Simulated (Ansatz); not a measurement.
**Cost against result**

The pair of Cl⁻ (SMILES [Cl-], atom 1) and CH$_{3}$I (SMILES CI, atoms 2–6), both closed shells, in one local arrangement (a lower one may exist), relaxed at PBE0-D4/def2-TZVPD:

```xyz
6
angstrom
Cl 0.0128 0.9506 -2.5494
C -0.0014 -0.1034 0.2768
I -0.0113 -0.8667 2.3274
H -0.1065 -0.9579 -0.3778
H -0.8381 0.5765 0.1899
H 0.9445 0.4009 0.1331
```

Interaction energies are counterpoise-corrected; the time is that of the whole pair.

Program: Ansatz 0.2.0. Basis: as named in each row. Cores are frozen in the correlated methods. Filled d shells of the heavier atoms are correlated. Core potentials replace the inner electrons of the atoms past krypton. The def2 sets are not built for correlating such inner shells, so the correlated values are less sure here. B3LYP uses VWN-RPA correlation. Extrapolation: Hartree–Fock as exp(−7.88 √X), correlation as X^−2.97.

Times are rough, for one single point on 4 threads of a shared host (Intel Xeon).

The estimate by CCSD(T) at an estimated basis limit (MP2 extrapolated from triple and quadruple zeta, plus CCSD(T) − MP2 in triple zeta) is -0.505 eV.

| method | basis | time (s) | interaction energy (eV) | method less estimate |
| --- | --- | --- | --- | --- |
| SPW92 | def2-SVP | under 1 | -0.819 | -0.314 |
| PBE-D4 | def2-SVP | under 1 | -0.687 | -0.182 |
| PBE0-D4 | def2-SVP | under 1 | -0.593 | -0.088 |
| CCSD(T) | def2-SVP | 1 | -0.359 | 0.145 |
| PBE-D4 | def2-TZVPPD | 1 | -0.576 | -0.071 |
| revPBE-D4 | def2-TZVPPD | 1 | -0.551 | -0.046 |
| BLYP-D4 | def2-TZVPPD | 1 | -0.531 | -0.026 |
| PBE0-D4 | def2-TZVPPD | 2 | -0.537 | -0.032 |
| B3LYP-D4 | def2-TZVPPD | 2 | -0.511 | -0.006 |
| HSE06-D4 | def2-TZVPPD | 2 | -0.542 | -0.037 |
| r2SCAN-D4 | def2-TZVPPD | 2 | -0.573 | -0.068 |
| wB97M-V | def2-SVP | 2 | -0.490 | 0.015 |
| B2PLYP | def2-TZVPPD | 3 | -0.457 | 0.048 |
| B97M-V | def2-TZVPPD | 4 | -0.532 | -0.027 |
| wB97X-V | def2-TZVPPD | 4 | -0.485 | 0.020 |
| wB97M-V | def2-TZVPPD | 4 | -0.493 | 0.012 |
| MP2 | def2-QZVPPD | 8 | -0.504 | 0.001 |
| CCSD(T) | def2-TZVPPD | 37 | -0.456 | 0.049 |

T1 diagnostic: at most 0.010.
